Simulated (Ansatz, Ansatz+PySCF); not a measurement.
```xyz
3

O     0.0000    0.0000   -0.1197
H     0.0000    1.5084    1.0770
H     0.0000   -0.7542    0.4787
```

Basis set: cc-pVDZ (spherical functions). Correlated methods keep 1 orbital frozen. Charge 0, multiplicity 1.

Computed with Ansatz (development build ahead of 0.2.0); each method stands on the lowest determinant of its kind that the runs found. Restricted open shells among the atoms or ions are ROHF, correlated in semicanonical orbitals with singles. Restricted functionals stand beside restricted open-shell atoms, which can lie above the unrestricted atoms usual in DFT and then raise those values.

(1) Give the atomization energy at this shape (free ground-state atoms in the same class of orbitals less the molecule, no zero-point energy) of singlet H2O by ωB97X (unrestricted), r²SCAN (unrestricted), ωB97X (restricted), r²SCAN (restricted), PBE (unrestricted), PBE0 (unrestricted), PBE (restricted), PBE0 (restricted), RHF-CCSD(T), UHF-CCSD(T), UHF-MP2, UHF, RHF.

Answers

(1)

```tsv
method	atomization energy
ωB97X (unrestricted)	112.31 kcal/mol
r²SCAN (unrestricted)	121.03 kcal/mol
ωB97X (restricted)	104.17 kcal/mol
r²SCAN (restricted)	114.33 kcal/mol
PBE (unrestricted)	124.79 kcal/mol
PBE0 (unrestricted)	114.28 kcal/mol
PBE (restricted)	124.12 kcal/mol
PBE0 (restricted)	105.47 kcal/mol
RHF-CCSD(T)	112.91 kcal/mol
UHF-CCSD(T)	109.64 kcal/mol
UHF-MP2	99.74 kcal/mol
UHF	66.60 kcal/mol
RHF	15.20 kcal/mol
```

Caution: the shape is not the minimum. Caution for ωB97X (unrestricted), r²SCAN (unrestricted), PBE0 (unrestricted): the unrestricted determinant is spin contaminated. Caution for ωB97X (restricted), r²SCAN (restricted), PBE0 (restricted), RHF-CCSD(T), RHF: an unrestricted determinant lies well below. Caution for RHF-CCSD(T), UHF-CCSD(T), UHF-MP2: large amplitudes, a single reference is doubtful. Caution for RHF-CCSD(T): the amplitudes may be one of several solutions. Caution for UHF-CCSD(T), UHF-MP2: a plain start can end on a higher determinant. Caution for UHF-CCSD(T): another reference gives a lower total. Caution for UHF-CCSD(T), UHF-MP2, UHF: the unrestricted determinant is a mixture of spin states.
